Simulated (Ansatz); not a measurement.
Isolated molecules relaxed with PBE0-D4/def2-TZVP in Ansatz; ΔE leaves out vibrations. CCSD(T)/CBS is the MP2 limit (def2-TZVPP, def2-QZVPP) plus CCSD(T) − MP2 in def2-TZVPP, frozen cores. Functionals use def2-TZVPP. B3LYP here is the variant with VWN-RPA as its local correlation; programs differ in this. Elements past krypton have def2 core potentials. For Sb outer-core shells are correlated without core-valence functions, which leaves a few kJ/mol of doubt a bond. One conformer a species, not always the lowest.

`CC[SiH2][SbH2]` + `CC(C)O[SiH3]` → `C[CH](C)[SbH2]` + `CC[SiH2]O[SiH3]`  (redistribution)

`CC[SiH2][SbH2]`:

```xyz
13

C     1.671   -0.449   -0.175
C     0.390   -1.196    0.182
Si   -1.180   -0.229   -0.186
Sb   -1.212    1.965    1.169
H     2.558   -1.055    0.024
H     1.691   -0.173   -1.232
H     1.771    0.475    0.402
H     0.385   -1.465    1.244
H     0.333   -2.141   -0.371
H    -2.379   -1.016    0.221
H    -1.281    0.047   -1.646
H    -2.585    2.509    0.310
H    -0.161    2.728    0.058
```

`CC(C)O[SiH3]`:

Cartesian coordinates in Å:
```
C 0.571 -0.953 1.516
C -0.099 -0.399 0.279
C -1.429 0.259 0.588
O 0.789 0.546 -0.309
Si 0.853 0.864 -1.916
H 1.524 -1.419 1.260
H -0.064 -1.700 1.997
H 0.763 -0.148 2.229
H -0.265 -1.223 -0.432
H -1.894 0.655 -0.317
H -1.284 1.085 1.288
H -2.119 -0.459 1.037
H 0.996 -0.402 -2.689
H -0.373 1.556 -2.406
H 2.031 1.737 -2.126
```

`C[CH](C)[SbH2]`:

Z-matrix (Å, degrees):
```
C
C 1 1.520
H 1 1.096 2 110.5
H 1 1.094 2 111.3 3 118.9
H 1 1.093 2 112.4 3 -120.2
C 2 1.517 1 112.0 3 -57.4
Sb 2 2.184 1 109.2 3 176.6
H 2 1.095 1 109.1 3 63.9
H 6 1.092 2 112.1 1 177.9
H 6 1.094 2 111.1 1 -61.6
H 6 1.097 2 110.5 1 57.5
H 7 1.712 2 94.3 1 167.8
H 7 1.713 2 93.1 1 76.3
```

`CC[SiH2]O[SiH3]`:

```xyz
15

C     1.944    0.020   -0.531
C     0.695   -0.537   -1.210
Si   -0.827    0.515   -0.974
O    -1.163    0.714    0.620
Si   -1.475   -0.027    2.038
H     2.815   -0.617   -0.704
H     2.187    1.019   -0.902
H     1.807    0.100    0.551
H     0.478   -1.548   -0.846
H     0.857   -0.639   -2.290
H    -0.614    1.872   -1.543
H    -1.997   -0.118   -1.645
H    -1.633    1.009    3.087
H    -0.352   -0.932    2.406
H    -2.722   -0.831    1.943
```

| level | ΔE (kJ/mol) | difference from CCSD(T)/CBS |
| --- | --- | --- |
| PBE-D4 | -92.5 | 23.8 |
| r2SCAN-D4 | -105.4 | 10.9 |
| PBE0-D4 | -97.3 | 19.0 |
| B3LYP-D4 | -109.9 | 6.4 |
| ωB97M-V | -110.1 | 6.2 |
| B2PLYP | -114.7 | 1.6 |
| r2SCAN | -105.1 | 11.2 |
| PBE0 | -96.3 | 20.0 |
| B3LYP | -107.7 | 8.6 |
| MP2/def2-TZVPP | -125.1 | -8.8 |
| CCSD(T)/def2-TZVPP | -116.2 | 0.1 |
| MP2/def2-QZVPP | -126.0 | -9.7 |
| SCS-MP2/def2-QZVPP | -126.5 | -10.2 |
| HF/CBS(def2) | -121.2 | -4.9 |
| MP2/CBS(def2) | -125.2 | -8.9 |
| CCSD/CBS(def2) | -117.6 | -1.3 |
| CCSD(T)/CBS | -116.3 | 0 |

Largest T1 diagnostic among the species: 0.012.

From PBE to PBE0 (25 % exact exchange), in def2-TZVPP and without D4, ΔE moves by −5.1 kJ/mol.
